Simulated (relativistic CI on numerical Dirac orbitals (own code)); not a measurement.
**V⁺: M2,3 absorption edge**

Computed with this model: Dirac-Coulomb-Breit CI, orbitals from a KLI potential per configuration, model QED (radiative potential, 1s self-energy scaled to tabulated hydrogen-like ionisation energies), valence Slater integrals scaled by 0.9, multiplet model of core-to-valence dipole absorption; configurations [Ar] 3d4 → [Ne] 3s2 3p5 3d5; 300 K; Lorentzian 0.8 eV and Gaussian 0.3 eV FWHM. Energies are those of the free ion, without screening or charge transfer. The branching ratio is the share of the lower-energy edge in the whole absorption, uncertain by about 0.02 where the edges overlap. S is read from ⟨S²⟩ = S(S + 1).

Field parameters in Wybourne normalisation: Td as Oh with Dq negative (B⁴₀ = 21Dq, B⁴₄ = √(5/14) B⁴₀). The field is a parameter set, without covalency.

free ion: ground-state S = 2.00, centroid 45.31 eV. Peaks (eV, height): 37.8 (7), 42.9 (100), 43.6 (84), 50.1 (77).

Td, 10Dq = -1050 cm⁻¹: ground-state S = 2.00, centroid 45.33 eV. Peaks (eV, height): 37.8 (6), 43.0 (100), 50.2 (72).

Td, 10Dq = -2400 cm⁻¹: ground-state S = 2.00, centroid 45.34 eV. Peaks (eV, height): 43.1 (100), 50.3 (68).

Td, 10Dq = -5050 cm⁻¹: ground-state S = 2.00, centroid 45.36 eV. Peaks (eV, height): 43.1 (100), 50.4 (66).

Td, 10Dq = -7700 cm⁻¹: ground-state S = 2.00, centroid 45.38 eV. Peaks (eV, height): 43.2 (100), 50.5 (68).

Td, 10Dq = -10350 cm⁻¹: ground-state S = 2.00, centroid 45.41 eV. Peaks (eV, height): 43.2 (100), 50.7 (72).

Strongest unbroadened transitions for Td, 10Dq = -10350 cm⁻¹:

| Energy (eV) | Relative strength |
| --- | --- |
| 42.99 | 38.8 |
| 43.01 | 53.6 |
| 43.04 | 50.2 |
| 43.15 | 98.8 |
| 43.16 | 20.4 |
| 43.29 | 20.2 |
| 43.76 | 20.4 |
| 43.77 | 24.7 |
| 43.85 | 27.7 |
| 44.04 | 32.3 |
| 44.05 | 79.4 |
| 44.06 | 62.2 |
| 50.51 | 97.1 |
| 50.63 | 38.4 |
| 50.65 | 100.0 |
| 50.83 | 43.9 |
| 50.84 | 64.7 |
| 50.85 | 61.8 |
